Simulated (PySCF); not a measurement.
CH₅BrO₂Si. Atoms are numbered in the order given.

```xyz
10

C      2.1986    -0.0299    -0.5480
Si     0.3776     0.2478    -0.7249
O     -0.3250    -0.6320    -1.9433
O      0.1467     1.8584    -1.0032
Br    -0.6613    -0.3891     1.1844
H      2.6076     0.6069     0.2508
H      2.7084     0.2208    -1.4920
H      2.4102    -1.0810    -0.3015
H     -0.8832    -1.3736    -1.6825
H     -0.7493     2.1430    -1.2211
```
Charge 0, spin multiplicity 1.

Coordinates come from a B3LYP-D3(BJ)/def2-SVP optimisation. The structure was generated by enumeration, and PubChem lists no compound with its InChIKey, so it may never have been made. The values are those of a single conformer.

The numbers are results of B3LYP/def2-TZVP (PySCF), not measurements.

Gas-phase values at a fixed geometry.

Computed frontier levels, gap, dipole moment and polarisability:
```yaml
highest_occupied_level: -8.15 eV
lowest_empty_level: 0.14 eV
orbital_gap: 8.29 eV
dipole_moment: 0.92 D
quadrupole, principal values (traceless, Buckingham form, about the centre of nuclear charge): -7.40, 0.70, 6.70 D·Å
mean_static_polarisability: 61.8 bohr³ (9.16 Å³)
polarisability_principal_values: 54.8, 58.8, 71.9 bohr³
```
